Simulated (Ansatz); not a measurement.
Cost and result for the atomization energy of ClH$_{2}$OSSi, SMILES `O[SiH]([S])Cl` radical (6 atoms, 5 bonds).

Total charge 0; spin multiplicity 2. All single points use the PBE0-D4/def2-TZVP geometry. It is one conformer, not always the lowest. Program: Ansatz. All runs use 4 threads of an Arm Neoverse V1 on a shared host. Times are those of one run each, without the atoms' runs, and a repeat can differ threefold. Electronic energies, without spin–orbit coupling; frozen cores. CCSD(T)/CBS adds CCSD(T) − MP2 in def2-TZVPP to the MP2 limit, and its time is that of the two runs behind it. T1 = 0.013; ⟨S²⟩ of the reference is 0.76. HSE06 is the plane-wave form, built on full-range PBE exchange.

CCSD(T)/CBS is a level of theory with its own doubt, some kJ/mol a heavy atom from the limit and from the frozen cores, so smaller differences don't rank the functionals.

```json
{"level": "PBE-D4/def2-TZVPP (with forces)", "functions": "185", "wall time": "5 s"}
{"level": "CCSD(T)/def2-SVP", "functions": "78", "wall time": "5 s"}
{"level": "BHLYP-D4/def2-TZVPP", "functions": "185", "wall time": "11 s"}
{"level": "PBE0-D4/def2-TZVPP", "functions": "185", "wall time": "12 s"}
{"level": "HSE06-D4/def2-TZVPP", "functions": "185", "wall time": "12 s"}
{"level": "CAM-B3LYP-D4/def2-TZVPP", "functions": "185", "wall time": "12 s"}
{"level": "PBE-QIDH/def2-TZVPP", "functions": "185", "wall time": "14 s"}
{"level": "B97M-V/def2-TZVPP", "functions": "185", "wall time": "18 s"}
{"level": "r2SCANh-D4/def2-TZVPP", "functions": "185", "wall time": "20 s"}
{"level": "ωB97X-V/def2-TZVPP", "functions": "185", "wall time": "25 s"}
{"level": "MP2/def2-QZVPP", "functions": "327", "wall time": "35 s"}
{"level": "CCSD(T)/def2-TZVPP", "functions": "185", "wall time": "2.6 min"}
{"level": "CCSD(T)/CBS(def2)", "functions": "–", "wall time": "3.1 min"}
```

(1) What atomization energy does each give, and how far from CCSD(T)/CBS? (An estimate is asked.)

Results:

(1) The calculation gave: 
| level | atomization (kJ/mol) | difference from CCSD(T)/CBS | per bond |
| --- | --- | --- | --- |
| PBE-D4/def2-TZVPP (with forces) | 2006.6 | 23.5 | 4.7 |
| CCSD(T)/def2-SVP | 1770.1 | -213.0 | -42.6 |
| BHLYP-D4/def2-TZVPP | 1899.3 | -83.8 | -16.8 |
| PBE0-D4/def2-TZVPP | 1965.0 | -18.1 | -3.6 |
| HSE06-D4/def2-TZVPP | 1966.8 | -16.3 | -3.3 |
| CAM-B3LYP-D4/def2-TZVPP | 1967.5 | -15.6 | -3.1 |
| PBE-QIDH/def2-TZVPP | 1956.5 | -26.6 | -5.3 |
| B97M-V/def2-TZVPP | 2000.6 | 17.5 | 3.5 |
| r2SCANh-D4/def2-TZVPP | 1978.7 | -4.4 | -0.9 |
| ωB97X-V/def2-TZVPP | 1991.8 | 8.7 | 1.7 |
| MP2/def2-QZVPP | 2012.6 | 29.5 | 5.9 |
| CCSD(T)/def2-TZVPP | 1907.1 | -76.0 | -15.2 |
| CCSD(T)/CBS(def2) | 1983.1 | 0.0 | 0.0 |

In def2-TZVPP, CCSD(T) changes the Hartree–Fock value by +499.4 kJ/mol (the triples alone add +36.5 kJ/mol) and MP2 by +559.6 kJ/mol; breaking electron pairs costs correlation energy, which Hartree–Fock lacks. At CCSD(T), def2-SVP lies −213.0 kJ/mol from the extrapolated value and def2-TZVPP −76.0 kJ/mol: correlation converges slowly with the basis, and small sets miss more of it in the bonded molecule than in its fragments. From r2SCAN to r2SCAN0 (25 % exact exchange), in def2-TZVPP and without D4, the atomization energy moves by −44.8 kJ/mol: exact exchange takes away binding that semilocal exchange gives to molecules.
